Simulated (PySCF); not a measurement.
PySCF input (HF/def2-TZVPD):

```python
from pyscf import gto, scf, dft

mol = gto.M(
    atom='''
    F    -0.84442754   -1.21264784   -0.50851344
    As    0.00430976   -0.00973490    0.39902916
    F     1.47486281   -0.10210959   -0.50647003
    F    -0.64623773    1.35045204   -0.44812347
    ''',
    basis='def2-tzvpd',
    charge=0,
    spin=0,
    verbose=4,
)

mf = scf.RHF(mol).density_fit(auxbasis='def2-universal-jkfit')
mf.conv_tol = 1e-9
mf.max_cycle = 100
mf.max_memory = 1500
mf.kernel()
if not mf.converged:
    mf = mf.newton()
    mf.kernel(mf.make_rdm1())
mf.analyze()
```

End of the output:

```
Extra cycle  E= -2532.73525730877  delta_E= -6.37e-12  |g|= 9.89e-07  |ddm|= 3.54e-06
converged SCF energy = -2532.73525730877
**** SCF Summaries ****
Total Energy =                       -2532.735257308770088
Nuclear Repulsion Energy =             322.635282635229544
One-electron Energy =                -4174.265982301320946
Two-electron Energy =                 1318.895442357321372
Two-electron Coulomb Energy =         1430.741541731365487
DFT Exchange-Correlation Energy =     -111.846099374044115
HOMO-LUMO gap [eV] =                    15.063396455094042
**** MO energy ****
MO #1   energy= -432.733563423436  occ= 2
MO #2   energy= -56.4493748816656  occ= 2
MO #3   energy= -50.2946379476394  occ= 2
MO #4   energy= -50.2946379476222  occ= 2
MO #5   energy= -50.2933579153968  occ= 2
MO #6   energy= -26.3164612388234  occ= 2
MO #7   energy= -26.3164612375012  occ= 2
MO #8   energy= -26.3164459766143  occ= 2
MO #9   energy= -8.17091871494165  occ= 2
MO #10  energy= -6.02444118676758  occ= 2
MO #11  energy= -6.02444118674656  occ= 2
MO #12  energy= -6.0195100101796   occ= 2
MO #13  energy= -2.26322052903797  occ= 2
MO #14  energy= -2.26322052898179  occ= 2
MO #15  energy= -2.255065691933    occ= 2
MO #16  energy= -2.25506569191244  occ= 2
MO #17  energy= -2.25119005908128  occ= 2
MO #18  energy= -1.62901388979962  occ= 2
MO #19  energy= -1.59019425579109  occ= 2
MO #20  energy= -1.59019425372307  occ= 2
MO #21  energy= -0.884985207195051 occ= 2
MO #22  energy= -0.734525583217063 occ= 2
MO #23  energy= -0.734525582230245 occ= 2
MO #24  energy= -0.717394184891355 occ= 2
MO #25  energy= -0.684319342509287 occ= 2
MO #26  energy= -0.684319341831153 occ= 2
MO #27  energy= -0.653123096531711 occ= 2
MO #28  energy= -0.653123095374473 occ= 2
MO #29  energy= -0.649087497897903 occ= 2
MO #30  energy= -0.490727701146149 occ= 2
MO #31  energy= 0.0628419128390649 occ= 0
MO #32  energy= 0.062841913756778  occ= 0
MO #33  energy= 0.0759854850108258 occ= 0
MO #34  energy= 0.104030001514799  occ= 0
MO #35  energy= 0.130558180237646  occ= 0
MO #36  energy= 0.13055818030936   occ= 0
MO #37  energy= 0.172867992432892  occ= 0
MO #38  energy= 0.172867993129545  occ= 0
MO #39  energy= 0.184838034329686  occ= 0
MO #40  energy= 0.194126610190526  occ= 0
MO #41  energy= 0.194126610304086  occ= 0
MO #42  energy= 0.219706248766768  occ= 0
MO #43  energy= 0.23359206042302   occ= 0
MO #44  energy= 0.252327437332846  occ= 0
MO #45  energy= 0.252327437374037  occ= 0
MO #46  energy= 0.262667447558461  occ= 0
MO #47  energy= 0.262667448038922  occ= 0
MO #48  energy= 0.271176532787958  occ= 0
MO #49  energy= 0.362661019238903  occ= 0
MO #50  energy= 0.40426661219127   occ= 0
MO #51  energy= 0.404266612866422  occ= 0
MO #52  energy= 0.504855459519096  occ= 0
MO #53  energy= 0.515858445468709  occ= 0
MO #54  energy= 0.54220834398403   occ= 0
MO #55  energy= 0.542208344566077  occ= 0
MO #56  energy= 0.565919002061136  occ= 0
MO #57  energy= 0.565919002407381  occ= 0
MO #58  energy= 0.567886228048661  occ= 0
MO #59  energy= 0.618044279811652  occ= 0
MO #60  energy= 0.63181766779431   occ= 0
MO #61  energy= 0.631817669209977  occ= 0
MO #62  energy= 0.698873999044665  occ= 0
MO #63  energy= 0.69887399969773   occ= 0
MO #64  energy= 0.710609833175989  occ= 0
MO #65  energy= 0.745978505538839  occ= 0
MO #66  energy= 0.745978507167392  occ= 0
MO #67  energy= 0.762232152978611  occ= 0
MO #68  energy= 0.762232154006719  occ= 0
MO #69  energy= 0.78007297743225   occ= 0
MO #70  energy= 0.780072977834057  occ= 0
MO #71  energy= 0.795317433711488  occ= 0
MO #72  energy= 0.805665944636298  occ= 0
MO #73  energy= 0.899921802414325  occ= 0
MO #74  energy= 0.899921802518433  occ= 0
MO #75  energy= 0.944707121496902  occ= 0
MO #76  energy= 1.02881935866051   occ= 0
MO #77  energy= 1.02881936036956   occ= 0
MO #78  energy= 1.14736529585642   occ= 0
MO #79  energy= 1.19867690050095   occ= 0
MO #80  energy= 1.19867690293471   occ= 0
MO #81  energy= 1.20673539762157   occ= 0
MO #82  energy= 1.2931369075582    occ= 0
MO #83  energy= 1.29313690784308   occ= 0
MO #84  energy= 1.31675221476192   occ= 0
MO #85  energy= 1.37787582937774   occ= 0
MO #86  energy= 1.37787582976482   occ= 0
MO #87  energy= 1.38056381391719   occ= 0
MO #88  energy= 1.40856807795115   occ= 0
MO #89  energy= 1.44039729108241   occ= 0
MO #90  energy= 1.4403972918598    occ= 0
MO #91  energy= 1.48341969964706   occ= 0
MO #92  energy= 1.53193657481842   occ= 0
MO #93  energy= 1.53193657648789   occ= 0
MO #94  energy= 1.64376536079054   occ= 0
MO #95  energy= 1.66632726887323   occ= 0
MO #96  energy= 1.66632727033372   occ= 0
MO #97  energy= 1.80907998784132   occ= 0
MO #98  energy= 1.80907998933002   occ= 0
MO #99  energy= 1.82630635596882   occ= 0
MO #100 energy= 2.53630594393627   occ= 0
MO #101 energy= 2.54781354720205   occ= 0
MO #102 energy= 2.54997788604808   occ= 0
MO #103 energy= 2.5499778862647    occ= 0
MO #104 energy= 2.5593095437889    occ= 0
MO #105 energy= 2.55930954404862   occ= 0
MO #106 energy= 2.65747816670116   occ= 0
MO #107 energy= 2.65747817026161   occ= 0
MO #108 energy= 2.68168511940736   occ= 0
[...]
```
